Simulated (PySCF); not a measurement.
**2p core levels of `CO[SiH2]P`**

CH₇OPSi.
Cartesian coordinates in Å at the PBE0-D3(BJ)/def2-SVP level; atoms count from 1:
```xyz
11
CH7OPSi angstrom
C     -1.7367    0.4439   -0.0075
O     -0.8534   -0.4719    0.5794
Si     0.6271   -0.8758   -0.0610
P      1.8953    0.9882   -0.3062
H     -2.1759    0.0486   -0.9418
H     -1.2453    1.4063   -0.2423
H     -2.5577    0.6439    0.6976
H      1.2085   -1.8839    0.8663
H      0.4865   -1.4634   -1.4333
H      2.9966    0.2319   -0.8169
H      2.3770    0.9711    1.0389
```

Level of theory: PySCF, delta-SCF UKS SCAN, pcX-2 on the ionised atom, pcseg-1 elsewhere, spin-free X2C. Each binding energy is the total energy of the core-ionised species, with the hole localised on one atom, minus that of the ground state; both are solved self-consistently, so orbital relaxation is included. Spin–orbit and ligand-field terms were added within each 2p shell after the spin-free SCF. The splitting includes the ligand field, and 2p3/2 is the mean of two sublevels.

When a 2p electron fills a 1s hole, the emitted photon carries the energy difference of the two hole states (Kα1 from 2p3/2, Kα2 from 2p1/2), here at the ground state's geometry.

| atom | Kα1 (eV) | Kα2 (eV) | 2p3/2 binding energy (eV) |
| --- | --- | --- | --- |
| Si3 | 1739.89 | 1739.27 | 107.27 |
| P4 | 2013.55 | 2012.65 | 136.31 |

Task: What are the 1s and 2p1/2 binding energies?

Result: 1s = Kα1 + 2p3/2, and 2p1/2 = 1s − Kα2:

```json
{"atom": "Si3", "environment": "oxygen-bound silicon", "1s (eV)": "1847.16", "2p1/2 (eV)": "107.89"}
{"atom": "P4", "environment": "three-coordinate phosphorus", "1s (eV)": "2149.86", "2p1/2 (eV)": "137.21"}
```

2p1/2 minus 2p3/2 by element: Si (Z = 14) 0.62 eV, P (Z = 15) 0.89 eV.

Task: And the 1s levels of the other atoms?

Result: C1 (methoxy carbon) 292.45 eV; O2 (silyl ether oxygen) 538.11 eV.

One conformer (not necessarily the lowest) at the PBE0-D3(BJ)/def2-SVP geometry, without solvent, vibrations or thermal averaging.
